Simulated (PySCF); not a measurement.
Mo²⁺ (molybdenum, charge +2): UHF calculation

Configuration: [Kr] 4d3 5p1, one real determinant (an excited configuration). Computed with PySCF 2.14 in x2c-QZVPPall, with scalar relativity by spin-free X2C-1e.

- Total energy: -4045.118867 hartree
- One-electron energy: -5547.8372 hartree
- Hartree (Coulomb) energy: 1624.7507 hartree
- Exchange energy: -122.0325 hartree
- ⟨S²⟩: 6.0046
- ⟨L²⟩: 14.061
- Sum of ⟨r⟩: 26.65 bohr
- Sum of ⟨r²⟩: 40.14 bohr²
- Traceless quadrupole moment −½Σ⟨3z² − r²⟩ along its main axis: -5.43 e·bohr²
- Langevin diamagnetic susceptibility: -31.8 ×10⁻⁶ cm³/mol

| shell | electrons | mean orbital energy (eV) | spread (eV) | rms radius, mean of both spins (bohr) |
| --- | --- | --- | --- | --- |
| 1s α | 1 | -20131.9 | 0 | 0.0404 |
| 1s β | 1 | -20131.9 | 0 | 0.0404 |
| 2s α | 1 | -2940.6 | 0 | 0.166 |
| 2s β | 1 | -2939.9 | 0 | 0.166 |
| 2p α | 3 | -2625.8 | 0.034 | 0.148 |
| 2p β | 3 | -2625.1 | 0.057 | 0.148 |
| 3s α | 1 | -553.79 | 0 | 0.456 |
| 3s β | 1 | -553.40 | 0 | 0.456 |
| 3p α | 3 | -447.67 | 0.025 | 0.462 |
| 3p β | 3 | -447.17 | 0.140 | 0.462 |
| 3d α | 5 | -274.87 | 1.128 | 0.453 |
| 3d β | 5 | -273.78 | 0.346 | 0.453 |
| 4s α | 1 | -105.64 | 0 | 1.17 |
| 4s β | 1 | -101.12 | 0 | 1.17 |
| 4p α | 3 | -74.576 | 0.050 | 1.30 |
| 4p β | 3 | -68.570 | 0.429 | 1.30 |
| 4d α | 3 | -32.314 | 0.199 | 1.76 |
| 5p α | 1 | -16.935 | 0 | 3.74 |

⟨L²⟩ = 14.06 against 20 for a pure G term, so this real determinant mixes terms.

Densities and radii are taken from the X2C orbitals without a picture-change correction, which distorts them close to the nucleus.

Spin-orbit constants ζ (cm⁻¹) from the X2C one-electron operator on these orbitals: bare nucleus, nucleus screened by l(l+1)(2l+1)/3 electrons, and screened by the Breit-Pauli mean field of the electrons.

```tsv
shell	bare	screened nucleus	mean field
2p	580000	552400	n/a
3p	96740	92130	n/a
3d	13660	10410	n/a
4p	13150	12530	n/a
4d	1107	843.1	n/a
5p	1345	1281	n/a
```

To first order the Landé constant is A = 238.1 cm⁻¹, so the lowest level has J = 2 and lies 0.295 eV below the centre of the term. This holds in LS coupling only.
